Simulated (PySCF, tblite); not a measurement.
Isomers of C2H5F2OSi2 (doublet state), one GFN2-xTB conformer each. Single-point energies are computed at B3LYP/pcH-1 (PySCF, gas phase, no added dispersion term), electronic only. GFN2-xTB treats the open shell by occupation alone, and not every SCF solution was tested for stability.

```
                    SMILES  GFN2-xTB relative energy (kJ/mol)
  F[C@@H]1C[Si](F)O[SiH2]1                               18.2
  F[C]1C[Si@@H](F)O[SiH2]1                                0.0
F[C@@H]1C[Si@@H](F)O[SiH]1                                4.2
```

Conformers: `[F:1][C@@H:2]1[CH2:3][Si:4]([F:5])[O:6][SiH2:7]1` (doublet state) with F1–C2–C3–Si4 -91°, C2–C3–Si4–F5 -126°, C3–Si4–O6–Si7 3°, Si4–O6–Si7–C2 10°; `[F:1][C@@H:2]1[CH2:3][Si@@H:4]([F:5])[O:6][SiH:7]1` (doublet state) with F1–C2–C3–Si4 -148°, C2–C3–Si4–F5 -93°, C3–Si4–O6–Si7 -3°, Si4–O6–Si7–C2 -11°.

Problem. What does B3LYP/pcH-1 give for the same structures?

Solution. 
| SMILES | B3LYP/pcH-1 E (Eh) | B3LYP/pcH-1 (kJ/mol) | GFN2-xTB (kJ/mol) | point group |
| --- | --- | --- | --- | --- |
| F[C]1C[Si@@H](F)O[SiH2]1 | -933.24790 | 0.0 | 0.0 | C1 |
| F[C@@H]1C[Si@@H](F)O[SiH]1 | -933.24769 | 0.5 | 4.2 | C1 |
| F[C@@H]1C[Si](F)O[SiH2]1 | -933.24323 | 12.3 | 18.2 | C1 |

Both levels put the same isomer lowest; measured from each level's own lowest isomer, the values differ by up to 5.9 kJ/mol (F[C@@H]1C[Si](F)O[SiH2]1: 18.2 against 12.3). Neighbours under 21 kJ/mol apart (F[C]1C[Si@@H](F)O[SiH2]1 and F[C@@H]1C[Si@@H](F)O[SiH]1; F[C@@H]1C[Si@@H](F)O[SiH]1 and F[C@@H]1C[Si](F)O[SiH2]1) can change places with a better method, another conformer or zero-point energy.

Problem. What happens when harmonic zero-point energies from GFN2-xTB frequencies are added?

Solution. 
```
                    SMILES  ZPE (kJ/mol)  electronic (kJ/mol)  with ZPE (kJ/mol)
  F[C]1C[Si@@H](F)O[SiH2]1         173.6                  0.0                0.0
F[C@@H]1C[Si@@H](F)O[SiH]1         184.9                  0.5               11.8
  F[C@@H]1C[Si](F)O[SiH2]1         185.1                 12.3               23.7
```

The zero-point energies span 11.5 kJ/mol. The order is unchanged.
